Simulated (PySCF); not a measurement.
# Worked example: chemical shift, span and skew from a shielding tensor

F₃H₃OSi₂, SMILES F[Si](F)(F)O[SiH3]. Atoms are numbered in the order given.

```xyz
9

F      1.4739     0.2670    -1.2913
Si     0.7726     0.2001     0.1443
F      1.7045    -0.6687     1.1072
F      0.7154     1.6889     0.7250
O     -0.6927    -0.4470     0.0492
Si    -2.2916    -0.6263    -0.4059
H     -2.3624    -0.7628    -1.8851
H     -3.0586     0.5694     0.0343
H     -2.8161    -1.8492     0.2525
```
Charge 0, spin multiplicity 1.

Coordinates come from a B3LYP-D3(BJ)/def2-SVP optimisation. Other conformers were not sampled.

GIAO shieldings from PBE0/pcSseg-1 run with PySCF, non-relativistic, no solvent. The symmetric part of the tensor of Si2 has the principal values 443.7, 448.6, 475.5 ppm. The same nucleus in TMS has σ = 352.7 ppm at this level (PySCF, at its B3LYP-D3(BJ)/def2-TZVP geometry).

### Question
Work out the isotropic shielding, the ²⁹Si shift against TMS, the span and the skew.

### Answer

σ(iso) = (σ11 + σ22 + σ33)/3 = 455.9 ppm. δ = σ(ref) − σ(iso) = 352.7 − (455.9) = -103.2 ppm.
Span Ω = σ33 − σ11 = 31.8 ppm. Skew κ = 3(σ(iso) − σ22)/Ω = 0.69. Tumbling in solution averages the tensor to δ; in a static solid the shielding alone would spread this spin-1/2 line over Ω.
